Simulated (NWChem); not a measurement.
System: C3H5FSi; SMILES FC=C=C[SiH3]

### Question
Give the equilibrium geometry at PBE-D3(BJ)/def2-SVP (NWChem) as a list of bonds and angles, with the point group.

### Answer
point group C1; any orientation.
Bonds (Å): F1–C2 1.351, C2–C3 1.321, C2–H6 1.104, C3–C4 1.319, C4–Si5 1.890, C4–H7 1.110, Si5–H8 1.506, Si5–H9 1.501, Si5–H10 1.505. Bond angles (°): F1–C2–C3 123.3, F1–C2–H6 113.3, C3–C2–H6 123.4, C2–C3–C4 177.0, C3–C4–Si5 122.7, C3–C4–H7 118.9, Si5–C4–H7 118.4, C4–Si5–H8 109.7, C4–Si5–H9 109.3, C4–Si5–H10 109.8, H8–Si5–H9 110.0, H8–Si5–H10 107.9, H9–Si5–H10 110.1.
